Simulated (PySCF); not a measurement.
Compound: C2H7BGeOS2.
SMILES with atom numbers: `[GeH3:1][O:2][C@@H:3]1[CH2:4][S:5][BH:6][S:7]1` (hydrogens: H8, H9, H10 on Ge1; H11 on C3; H12, H13 on C4; H14 on B6)

Theory: PBE0-D3(BJ)/def2-SVP geometry optimisation, gas phase (PySCF 2.14.0).

What internal coordinates does the optimisation give?

```csv
bond,length (pm),order
Ge1–O2,180.4,single
O2–C3,137.4,single
C3–C4,152.2,single
C4–S5,182.1,single
S5–B6,178.9,single
B6–S7,178.5,single
C3–S7,187.6,single
"Ge1–H8, Ge1–H9, Ge1–H10",153.6,single
C3–H11,110.4,single
C4–H12,110.0,single
C4–H13,110.2,single
B6–H14,120.1,single
```

Bonds in one row agree within 1 pm and their mean is given. Orders are formal, as drawn. A selection of angles:
```csv
angle,degrees
O2–Ge1–H8,102.0
O2–Ge1–H9,108.8
H8–Ge1–H9,112.2
Ge1–O2–C3,124.4
O2–C3–C4,112.9
O2–C3–S7,113.2
O2–C3–H11,107.8
C4–C3–S7,108.0
C4–C3–H11,109.8
S7–C3–H11,104.8
C3–C4–S5,111.2
C3–C4–H12,109.9
C3–C4–H13,109.8
S5–C4–H12,109.3
S5–C4–H13,108.2
H12–C4–H13,108.4
C4–S5–B6,95.2
S5–B6–S7,115.9
S5–B6–H14,121.7
S7–B6–H14,122.4
C3–S7–B6,95.3
```

Torsions: Ge1–O2–C3–C4 79° (synclinal); O2–C3–C4–S5 -168° (antiperiplanar); C3–C4–S5–B6 32° (synclinal); C4–S5–B6–S7 -10° (synperiplanar); S5–B6–S7–C3 -9° (synperiplanar); O2–C3–S7–B6 156° (antiperiplanar).

The C–S distances run from 1.821 Å (C4–S5, drawn single) to 1.876 Å (C3–S7, drawn single), a spread of 0.055 Å. Ge1 (germanium bonded to O and 3 H) is distorted tetrahedral (angles from 102.0° to 112.2°). Of the pairs four or more bonds apart, H10···H13 is among the closest relative to their van der Waals radii: 2.51 Å, 105 % of the sum of Bondi's values. S7 (sulfur bonded to B and C) is bent (angle 95.3°). B6 (three-coordinate boron) is planar (angles 122.4°, 121.7° and 115.9°, sum 360.0°, 0.01 Å off the plane of its three neighbours). The 5-membered ring C3–C4–S5–B6–S7 has internal angles of 95.2° to 115.9°; it is puckered, 0.18 Å rms from its mean plane, widest ring torsion 42°.

Point group: C1 (no symmetry element, even within 0.4 Å). No PBE0-D3(BJ)/def2-SVP frequencies stand behind this structure, so it isn't proved a minimum. One conformer, not necessarily the lowest.

Hardware: Arm Neoverse V2, one thread, no GPU (shared host). Cost: 84 s, 0.70 GiB resident at most. This is the geometry optimisation.
